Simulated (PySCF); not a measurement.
# Xe (xenon, neutral) across methods

[Kr] 4d10 5s1 5p6 5d1, high-spin 3D determinant (an excited configuration). Calculation: PySCF 2.14, in aug-cc-pVQZ-DK3 (9s8p6d3f2g, 102 functions); the spin-free X2C one-electron Hamiltonian (Gaussian nucleus).

| method | E (hartree) | mean ε 5p α (eV) | mean ε 5p β (eV) | mean ε 5d α (eV) | Σ⟨r²⟩ (bohr²) | ⟨S²⟩ |
| --- | --- | --- | --- | --- | --- | --- |
| M06-2X | -7445.97 | -14.689 | -12.638 | -0.861 | 74.16 | 2.012 |
| r2SCAN | -7445.33 | -12.159 | -11.007 | -0.005 | 73.93 | 2.003 |
| UHF | -7442.24759 | -16.771 | -13.368 | -1.506 | 75.10 | 2.011 |
| LDA | -7438.64 | -11.793 | -11.009 | 0.105 | 73.91 | 2.000 |
| wB97X | -7445.59 | -15.431 | -13.758 | -1.646 | 73.31 | 2.003 |
| PBE | -7444.93 | -11.673 | -10.790 | 0.028 | 74.14 | 2.001 |
| PBE0 | -7444.98 | -13.154 | -11.718 | -0.467 | 73.91 | 2.002 |

(1) Estimate the same row for MN15.

The outer electron is Rydberg-like, and this basis confines it to a smaller radius and binds it less than a complete one would.

The highest occupied level is positive at LDA, PBE: only the finite basis holds that electron, which in a density functional comes from self-interaction.

## Answers

(1) E (hartree) = -7450.57; mean ε 5p α (eV) = -13.726; mean ε 5p β (eV) = -12.224; mean ε 5d α (eV) = -0.553; Σ⟨r²⟩ (bohr²) = 73.29; ⟨S²⟩ = 2.004.
